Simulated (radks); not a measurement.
Task: Nd2+, configuration [Kr] 4d10 4f4 5s2 5p5.5 6s0.5 (fractional occupations, a model configuration). Calculated with a radial shooting solver on a logarithmic mesh with Libxc functionals: scalar-relativistic Kohn-Sham, OLYP, spin-polarised, spherical densities, point nucleus; open shells are filled with parallel spins first (spin-orbit coupling, left out, can overturn this in heavy ions). Some entries of the table are withheld. Estimate them.

orbital  occ.  eigenvalue (Ry)  <r^2> (bohr^2)
1s up       1        -3190.957       0.0007600
1s down     1        -3190.954       0.0007600
2s up       1        -517.4131         0.01203
2s down     1        -517.4102         0.01203
2p up       3        -462.7069        0.009622
2p down     3        -462.7035        0.009622
3s up       1        -113.1998         0.08102
3s down     1        -113.1089         0.08092
3p up       3        -95.94826         0.08106
3p down     3        -95.85698         0.08094
3d up       5        -72.04425         0.06873
3d down     5        -71.97351         0.06859
4s up       1        -23.49624          0.4162
4s down     1        -23.26293          0.4157
4p up       3        -17.84673          0.4704
4p down     3        -17.61113          0.4696
4d up       5         -9.82294          0.5797
4d down     5         -9.57975          0.5788
5s up       1         -4.17486           2.371
5s down     1         -3.98028           2.434
5p up       3         -2.78407           3.180
5p down   2.5         -2.62921           3.320
4f up       4              (1)             (2)
5d up       0         -1.11911           7.051
4f down     0              (3)             (4)
6s down     0         -1.06198             (5)
5d down     0         -1.05908           8.069
6s up     0.5         -1.04775             (6)
6p up       0         -0.77101           22.14

Result: 
(1) 4f up eigenvalue (Ry): -1.34583
(2) 4f up <r^2> (bohr^2): 1.418
(3) 4f down eigenvalue (Ry): -1.11577
(4) 4f down <r^2> (bohr^2): 1.624
(5) 6s down <r^2> (bohr^2): 14.97
(6) 6s up <r^2> (bohr^2): 14.73
